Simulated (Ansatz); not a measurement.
`OCC[AsH2]`. Total charge 0; spin multiplicity 1. The structure was optimised at the PBE0-D4/def2-TZVP level. It is one conformer, not always the lowest.

```xyz
11

O     0.039   -0.321    1.589
C     0.624   -0.607    0.336
C    -0.422   -0.441   -0.739
As   -1.134    1.385   -1.009
H     0.719   -0.368    2.264
H     0.999   -1.642    0.317
H     1.473    0.060    0.133
H    -1.280   -1.085   -0.525
H    -0.015   -0.757   -1.703
H     0.237    2.046   -1.128
H    -1.239    1.730    0.467
```

(1) What is the dipole moment at B3LYP/def2-TZVPP? (An estimate is asked.)

(2) And with PBE, r2SCAN, ωB97M-V? (Estimate.)

(3) Give the Mulliken charges with B3LYP, ωB97M-V, PBE in def2-TZVPP. (Estimate.)

Results:

(1) The calculation gave: 2.21 D, with components (1.89, -1.08, 0.35) D in this frame, pointing from negative to positive charge.

(2) Ansatz gave: PBE 2.21 D, r2SCAN 2.32 D, ωB97M-V 2.21 D.

(3) The calculation gave: 
```json
{"atom": "O1", "B3LYP": "-0.34", "ωB97M-V": "-0.31", "PBE": "-0.30"}
{"atom": "C2", "B3LYP": "0.02", "ωB97M-V": "-0.03", "PBE": "-0.01"}
{"atom": "C3", "B3LYP": "-0.22", "ωB97M-V": "-0.29", "PBE": "-0.21"}
{"atom": "As4", "B3LYP": "0.08", "ωB97M-V": "0.01", "PBE": "0.05"}
{"atom": "H5", "B3LYP": "0.18", "ωB97M-V": "0.17", "PBE": "0.18"}
{"atom": "H6", "B3LYP": "0.08", "ωB97M-V": "0.10", "PBE": "0.08"}
{"atom": "H7", "B3LYP": "0.07", "ωB97M-V": "0.09", "PBE": "0.07"}
{"atom": "H8", "B3LYP": "0.10", "ωB97M-V": "0.13", "PBE": "0.10"}
{"atom": "H9", "B3LYP": "0.09", "ωB97M-V": "0.12", "PBE": "0.09"}
{"atom": "H10", "B3LYP": "-0.05", "ωB97M-V": "-0.01", "PBE": "-0.04"}
{"atom": "H11", "B3LYP": "-0.01", "ωB97M-V": "0.03", "PBE": "0.00"}
```

B3LYP here is the variant with VWN-RPA as its local correlation; programs differ in this.
